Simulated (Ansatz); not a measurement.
Born–Oppenheimer molecular dynamics of BrH₇Si₂ (10 atoms, charge 0, multiplicity 1). It starts at the highest image of a converged band, a first-order saddle point between two minima.

Method: Ansatz, RKS PBE/def2-SVP.

```yaml
ensemble: NVE (velocity Verlet)
time_step: 0.5 fs
steps_asked: 200
starting_velocities_drawn_for: 300 K
seed: 6321
```

First frame:

```xyz
10
Properties=species:S:1:pos:R:3
Si -0.265 0.201 -0.219
H 0.139 0.352 1.458
Si 2.059 -0.094 -0.574
H 2.452 -1.472 -0.114
H 2.375 0.035 -2.042
H 2.840 0.924 0.212
H -0.709 1.629 -0.319
H -0.952 -0.636 -1.269
Br -2.259 -0.887 1.348
H -0.717 -0.054 1.656
```

(1) How far do the bonds stretch over the last three quarters of this one trajectory? (Pairs bonded in most of those frames.)

Results:

(1) 
| bond | mean (Å) | spread (Å) | shortest | longest |
| --- | --- | --- | --- | --- |
| Si1–H2 | 1.523 | 0.070 | 1.41 | 1.62 |
| Si1–Si3 | 2.354 | 0.073 | 2.26 | 2.46 |
| Si1–H7 | 1.509 | 0.022 | 1.47 | 1.55 |
| Si1–H8 | 1.503 | 0.031 | 1.45 | 1.55 |
| Si3–H4 | 1.510 | 0.018 | 1.48 | 1.54 |
| Si3–H5 | 1.509 | 0.007 | 1.50 | 1.52 |
| Si3–H6 | 1.517 | 0.071 | 1.41 | 1.62 |
| Br9–H10 | 1.463 | 0.070 | 1.35 | 1.56 |

Mean temperature of the second half: 1334 K. The conserved energy stayed within 0.21 meV per atom of its start (net change -0.16 meV per atom), so the integration is sound. The kinetic energy rose, since the run started high on the potential surface and went downhill. It ends in pieces (BrH + H6Si2), so much of that is their flight and rotation, not heat. A run of 0.1 ps of so small a system gives no equilibrium averages. The orbitals stay closed-shell, which can raise the energy where a bond breaks towards radicals; this wasn't checked here.

Run time: 4.4 min on 2 threads of Arm Neoverse V2, on a shared host, peak memory 0.15 GiB.
